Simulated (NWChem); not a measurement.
CH₃Zn, doublet; SMILES [CH3][Zn]

All runs: NWChem. Pople sets run with spherical d functions. Spin-unrestricted. Medium grid unless said otherwise, to which SCAN and Minnesota functionals are sensitive. In the optimisation the excess spin sits in a1 (C3v, its own frame). All runs use the structure optimised with PBE0/def2-SVP, spin-unrestricted. This spin state was assumed; another may lie lower. No stability test was run on the SCF state.

Problem. Predict the results for r2SCAN0/6-31G*. Quantities: highest occupied level (eV); lowest empty minus highest occupied level, either spin (eV); dipole (D); <S²>.

Solution. 
```json
{
  "highest occupied level (eV)": "-5.05",
  "lowest empty minus highest occupied level, either spin (eV)": "3.34",
  "dipole (D)": "0.15",
  "<S²>": "0.759"
}
```
